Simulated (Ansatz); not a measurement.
Cost and result for the atomization energy of C₂H₉BOSi, SMILES `B[SiH](C)OC` (14 atoms, 13 bonds).

Cartesian coordinates in Å:
```
B 1.029 -1.096 1.941
Si 0.050 -0.536 0.285
C -1.497 0.443 0.692
O 1.067 0.326 -0.693
C 0.708 0.733 -1.989
H 0.456 -1.743 2.772
H 2.173 -0.825 2.154
H -0.384 -1.770 -0.453
H -2.039 0.717 -0.216
H -1.258 1.361 1.235
H -2.169 -0.155 1.313
H 1.591 1.146 -2.480
H -0.068 1.507 -1.971
H 0.341 -0.109 -2.591
```

The species carries charge 0 and has multiplicity 1. All single points use the PBE0-D4/def2-TZVP geometry. It is one conformer, not always the lowest. Program: Ansatz. All runs use 4 threads of an Arm Neoverse V2 on a shared host. Times are those of one run each, without the atoms' runs, and a repeat can differ threefold. Electronic energies, without spin–orbit coupling; frozen cores. CCSD(T)/CBS adds CCSD(T) − MP2 in def2-TZVPP to the MP2 limit, and its time is that of the two runs behind it. T1 = 0.011. HSE06 is the plane-wave form, built on full-range PBE exchange.

CCSD(T)/CBS is a level of theory with its own doubt, some kJ/mol a heavy atom from the limit and from the frozen cores, so smaller differences don't rank the functionals.

```csv
level,functions,wall time,atomization (kcal/mol),difference from CCSD(T)/CBS,per bond
revPBE-D4/def2-TZVPP,292,2.4 s,1199.2,-12.7,-1.0
BLYP-D4/def2-TZVPP,292,2.6 s,1207.1,-4.8,-0.4
BHLYP-D4/def2-TZVPP,292,3.5 s,1190.9,-21.0,-1.6
HSE06-D4/def2-TZVPP,292,3.7 s,1212.2,0.3,0.0
CAM-B3LYP-D4/def2-TZVPP,292,3.9 s,1220.6,8.7,0.7
r2SCANh-D4/def2-TZVPP,292,6 s,1210.9,-1.0,-0.1
PBE-QIDH/def2-TZVPP,292,7 s,1205.2,-6.7,-0.5
CCSD(T)/def2-SVP,119,8 s,1148.5,-63.4,-4.9
B97M-V/def2-TZVPP,292,12 s,1216.9,5.0,0.4
ωB97M-V/def2-TZVPP (with forces),292,15 s,1216.2,4.3,0.3
MP2/def2-QZVPP,568,30 s,1210.9,-1.0,-0.1
CCSD(T)/def2-TZVPP,292,4.4 min,1184.3,-27.6,-2.1
CCSD(T)/CBS(def2),–,4.9 min,1211.9,0.0,0.0
```

Leaving LDA and LC-ωPBE aside and taking each functional with its dispersion term where it has one, the values, not all of them listed here, spread over 33.0 kcal/mol, from BHLYP-D4 to PBE-D4. LDA lies +146.3 kcal/mol from PBE without D4, its usual overbinding. From PBE to PBE0 (25 % exact exchange), in def2-TZVPP and without D4, the atomization energy moves by −11.5 kcal/mol: exact exchange takes away binding that semilocal exchange gives to molecules. In def2-TZVPP, CCSD(T) changes the Hartree–Fock value by +264.3 kcal/mol (the triples alone add +12.9 kcal/mol) and MP2 by +274.5 kcal/mol; breaking electron pairs costs correlation energy, which Hartree–Fock lacks.
